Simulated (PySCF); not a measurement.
Simulated outer-valence photoelectron spectrum of `[F][Ti]([F])([F])[F]`. The calculation used EOM-IP-CCSD/aug-cc-pVDZ in PySCF, restricted Hartree–Fock reference, 9 core orbitals frozen, non-relativistic, gas phase, PBE0-D3(BJ)/def2-SVP geometry.

Each root has a Gaussian of 0.6 eV full width with its one-hole share as area; cross sections and vibrations are left out, and the highest printed point is 100.

(ionisation energy (eV), intensity): (14.8, 1), (14.9, 2), (15.0, 5), (15.1, 12), (15.2, 24), (15.3, 42), (15.4, 64), (15.5, 84), (15.6, 97), (15.7, 99), (15.8, 96), (15.9, 93), (16.0, 95), (16.1, 99), (16.2, 100), (16.3, 93), (16.4, 78), (16.5, 62), (16.6, 50), (16.7, 42), (16.8, 37), (16.9, 31), (17.0, 24), (17.1, 16), (17.2, 10), (17.3, 5), (17.4, 2), (17.5, 1), (17.6, 0), (17.7, 0)

**Question.** Where are the maxima, and how many lines lie under the curve?

**Answer.** 2 maxima, at 15.7 and 16.2 eV, from 3 lines (7 roots with degenerate partners counted). At this width some lines have no maximum of their own.

**Question.** List the lines with their holes.

**Answer.** 
```tsv
E (eV)	leading hole (HF orbital)	area	Koopmans (eV)
15.62	HOMO/HOMO-1/HOMO-2	2.83	18.05
16.21	HOMO-3/HOMO-4/HOMO-5	2.84	18.58
16.81	HOMO-6	0.94	19.28
```

The widest gap, 0.60 eV, lies between 16.21 and 16.81 eV. Only orbitals with −ε under 21 eV, eight at most, were ionised, so the high end of the curve may lack lines.
